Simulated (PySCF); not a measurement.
A structure optimised at ωB97X-D3(BJ)/def2-SVP, used in a PySCF frequency run:

```xyz
12

C      2.3480     0.0421    -0.5476
C      1.0897    -0.4214    -0.5047
B     -0.0254     0.3192     0.2968
F      0.3085     1.3987     1.0217
C     -1.5436    -0.1200     0.3192
O     -1.8726    -1.2138    -0.5236
H      3.1455    -0.4642    -1.1045
H      2.6284     0.9595    -0.0163
H      0.8422    -1.3452    -1.0413
H     -2.1996     0.7600     0.1448
H     -1.7740    -0.4322     1.3556
H     -1.6763    -0.9563    -1.4307
```

Task: Write its SMILES and formula.

Result: C=CB(F)CO, C₃H₆BFO

Task: What are its rotational constants (standard atomic weights)?

Result: 5.3384, 2.3934, 1.6785 GHz
